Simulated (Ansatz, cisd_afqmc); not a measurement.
Species: Os, charge 0, quintet.

Total energies in def2-TZVPP, 8 correlated electrons, 4 frozen orbitals. Open shells are spin-unrestricted; no spin-orbit coupling. Cores are frozen in correlated methods (noble-gas shells, and filled d and f shells in the p block). Past Kr the def2 sets carry scalar-relativistic core potentials. AFQMC is phaseless with a CISD trial state; ± is one standard error, without the phaseless bias. Outlying blocks are dropped, and bars are widened where a walk drifts. Over all cases where full CI ran beside it in this data, AFQMC minus full CI had a median of +0.1 mEh and passed +0.4 mEh in a tenth of the cases. The UHF reference of Os ([Os], quintet) is spin-contaminated (<S^2> up to 0.03 over the pure value in the sets run). The determinant of Os ([Os], quintet) is a saddle point of the SCF energy; a lower one exists, which strains HF and MP2.

```json
[
 {"method": "HF", "program": "Ansatz", "energy (Eh)": "-89.83853", "minus CCSDT(Q) (mEh)": "185.51"},
 {"method": "MP2", "program": "Ansatz", "energy (Eh)": "-90.01150", "minus CCSDT(Q) (mEh)": "12.54"},
 {"method": "CCSD", "program": "Ansatz", "energy (Eh)": "-90.01640", "minus CCSDT(Q) (mEh)": "7.64"},
 {"method": "CCSD(T)", "program": "Ansatz", "energy (Eh)": "-90.02350", "minus CCSDT(Q) (mEh)": "0.55"},
 {"method": "CCSDT(Q)", "program": "Ansatz", "energy (Eh)": "-90.02405", "minus CCSDT(Q) (mEh)": "0.00"},
 {"method": "AFQMC/CISD", "program": "cisd_afqmc", "energy (Eh)": "-90.0233 ± 0.0005", "minus CCSDT(Q) (mEh)": "0.7 ± 0.5"}
]
```

Ansatz is a program for electronic structure.
